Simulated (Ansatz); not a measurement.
The cluster Sr₃S₄, relaxed as a singlet with RKS PBE-D4/def2-SVP in Ansatz, starting from the GFN1-xTB geometry. Force threshold 0.02 eV/Å.

In the def2 sets Sr takes a core potential; there is no spin–orbit coupling. The structure comes from a short search, and lower isomers may exist.

Start:

Cartesian coordinates in Å:
```
Sr 1.152 1.947 -2.227
Sr 0.326 0.681 1.192
Sr -1.684 -1.926 -0.666
S 2.223 2.173 0.105
S -1.463 -1.351 1.949
S 0.422 -2.059 1.068
S -0.977 0.535 -1.420
```

| step | energy (eV) | largest force component (eV/Å) | SCF passes |
| --- | --- | --- | --- |
| 1 | -45826.2325 | 0.954 | 21 |
| 2 | -45826.4336 | 0.572 | 25 |
| 3 | -45826.4511 | 0.335 | 25 |
| 4 | -45826.4932 | 0.222 | 24 |
| 5 | -45826.5101 | 0.307 | 23 |
| 6 | -45826.5306 | 0.054 | 19 |
| 7 | -45826.5388 | 0.058 | 20 |
| 8 | -45826.5416 | 0.083 | 20 |
| 9 | -45826.5430 | 0.053 | 19 |
| 10 | -45826.5442 | 0.010 | 18 |
| 11 | -45826.5445 | 0.019 | 19 |
| 12 (rejected) | -45826.5428 | 0.092 | 20 |
| 13 | -45826.5447 | 0.014 | 18 |

Force components are those of the run's own axes.

End:

```xyz
7

Sr    0.981    2.423   -2.224
Sr    0.723    0.352    0.977
Sr   -1.844   -1.899   -0.586
S     2.183    2.556    0.094
S    -1.520   -1.194    2.094
S     0.091   -2.497    1.336
S    -0.614    0.260   -1.691
```

By distances, no bond broke or formed. The bond that changes most is Sr2–S6, from 2.74 to 2.94 Å (atoms count from 1).

The force fell under the threshold at step 10, but the optimiser went on. No frequencies were taken in this run, so the end may be a saddle point.

Run time 18 s (4 threads of INTEL XEON PLATINUM 8581C on a shared host).
